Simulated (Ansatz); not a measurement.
Basis-set extrapolation for `O[Si](O)(F)S` (PBE0-D4/def2-TZVP geometry, frozen core, Ansatz). Multiplicity 1, RHF reference.

```csv
,def2-TZVPP,def2-QZVPP
HF,-937.741544,-937.774711
MP2 correlation,-1.018473,-1.108864
CCSD(T) correlation,-1.080026,not run
```

Energies in hartree. Use E(X) = E(∞) + A·exp(−7.88·√X) for Hartree–Fock and E(X) = E(∞) + B·X^(−2.97) for correlation, with X = 3 and 4, and add CCSD(T) minus MP2 of the smaller set to the MP2 limit.

Question: What is the CCSD(T) energy at the basis-set limit?

Answer: HF limit: -937.774711 + (-0.033167) × 0.13774 = -937.77928. MP2 limit: -1.108864 + (-0.090391) × 0.74074 = -1.17582. Higher-order term: -1.080026 − (-1.018473) = -0.06155. Total: -939.01665 hartree, 5.31 eV below CCSD(T)/def2-TZVPP.
